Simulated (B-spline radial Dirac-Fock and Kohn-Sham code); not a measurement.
These are calculated numbers from an atomic code on a B-spline grid; the model is independent-particle rates on relativistic LDA orbitals of the hole state (multipoles up to L = 3, Coulomb Auger matrix elements, transition energies from Dirac-Fock). Free neutral atoms.

Q: Order these holes by fluorescence yield, smallest first.
A. Br M4 (3d3/2)
B. Bi M5 (3d5/2)
C. K K (1s)
D. P K (1s)
E. Hf M4 (3d3/2)

A: A (5.15e-05), E (0.0125), B (0.0301), D (0.0641), C (0.140).
